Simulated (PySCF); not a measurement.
Löwdin shares of the frontier orbitals

Compound: C2H8OS2Si2.
Atom-mapped SMILES: `[SiH3:1][S:2][C@H:3]1[CH2:4][O:5][SiH2:6][S:7]1` (hydrogens: H8, H9, H10 on Si1; H11 on C3; H12, H13 on C4; H14, H15 on Si6)

Geometry (GFN2-xTB, Å), atoms numbered from 1 in this order:
```
atom  x, y, z in Å
Si1   -2.9883    0.3481   -0.4117
S2    -1.4684   -1.1570   -0.6841
C3    -0.0605   -0.3325    0.0967
C4     1.1439   -1.2616    0.0531
O5     2.3171   -0.5662    0.3509
Si6    2.4635    0.9594   -0.1865
S7     0.4010    1.2496   -0.7121
H8    -2.9502    0.7057    1.0028
H9    -2.6863    1.4766   -1.2761
H10   -4.1882   -0.3828   -0.7793
H11   -0.3318   -0.0880    1.1252
H12    1.2140   -1.7058   -0.9461
H13    1.0241   -2.0643    0.7862
H14    3.2502    1.0576   -1.4018
H15    2.8553    1.7692    0.9496
```

Theory: PySCF, TDDFT CAM-B3LYP/def2-SVPD, vertical, gas phase, core orbitals frozen in the response.

Frontier orbitals with the atoms that hold most of them (Löwdin shares over 4%, at most four atoms; ? is withheld):

```
orbital  ε (eV)                             atoms
 HOMO-3  -10.08   S7 26%, O5 22%, S2 19%, Si6 10%
 HOMO-2   -9.97     O5 38%, Si6 10%, C4 9%, S7 9%
 HOMO-1   -8.47                                 ?
   HOMO   -8.32     S7 40%, S2 37%, C3 7%, Si6 5%
   LUMO       ?                                 ?
 LUMO+1    0.66     Si1 31%, S2 17%, H9 9%, H8 8%
 LUMO+2    1.07  Si1 23%, S7 15%, Si6 12%, S2 10%
```

Which atoms hold the LUMO, and with what shares?

S7 (bonded to C and Si) 26%; Si6 (bonded to O, S and 2 H) 26%; S2 (bonded to C and Si) 10%; C3 (bonded to C, 2 S and H) 8%. By element: sulfur 37%, silicon 26% or more, carbon 8% or more.

Which atoms hold the HOMO-1, and with what shares?

S2 (bonded to C and Si) 35%; S7 (bonded to C and Si) 33%; C3 (bonded to C, 2 S and H) 12%; Si1 (bonded to S and 3 H) 5%. By element: sulfur 69%, carbon 12% or more, silicon 5% or more.

What is the LUMO energy, and the HOMO–LUMO gap?

ε(LUMO) = 0.41 eV; the gap is 8.72 eV (0.3206 hartree).

How does S1 compare with the orbital gap of 8.72 eV?

S1 is at 5.30 eV (f = 0.0069), 3.42 eV below the gap, made of HOMO→LUMO (54%), HOMO-1→LUMO (25%). 

Next come S2 at 5.60 eV (f 0.0027), HOMO-1→LUMO (34%), HOMO→LUMO+1 (12%), HOMO-1→LUMO+1 (12%); S3 at 5.97 eV (f 0.014), HOMO→LUMO+1 (60%), HOMO→LUMO (12%), HOMO-1→LUMO+4 (11%); S4 at 6.06 eV (f 0.011), HOMO-1→LUMO+1 (59%), HOMO→LUMO+4 (15%), HOMO-1→LUMO (11%); S5 at 6.55 eV (f 0.015), HOMO→LUMO+2 (40%), HOMO→LUMO+3 (16%), HOMO-1→LUMO+2 (16%).

Löwdin shares depend on the basis, the more so with diffuse functions.

Time: 69 s of wall time; peak memory 1.0 GiB. Hardware: one thread of an Arm Neoverse V1, shared host with 32 logical CPUs at a one-minute load of 21.

One conformer stands for the species.
